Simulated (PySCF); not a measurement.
## Electron affinity of Sc by level of theory

Sc⁻ [Ar] 3d2 4s2 (3F) → Sc [Ar] 3d1 4s2 (2D), as a difference of total energies. Calculation: PySCF 2.14, in aug-cc-pVTZ (8s7p5d3f2g, 93 functions); no relativity, point nucleus. Correlated levels: valence: [Ar] frozen. The calculations carry no spin-orbit coupling.

| method | electron affinity (eV) |
| --- | --- |
| UHF | -1.167 |
| MP2 (valence) | -1.128 |
| SCS-MP2 (valence) | -1.360 |
| CCSD (valence) | -0.756 |
| CCSD(T) (valence) | -0.629 |

The configuration of this anion was assumed by filling the next shell in order. It is not the known or likely ground configuration (Ca⁻, Sr⁻ and Ba⁻, for instance, bind a p electron), so these values are not the electron affinity of the element.

A negative affinity means that the anion lies above the atom at that level of theory.

The coupled-cluster amplitudes are large for Sc⁻ (T1 above 0.03 or a double amplitude above 0.15), so a single reference is strained.
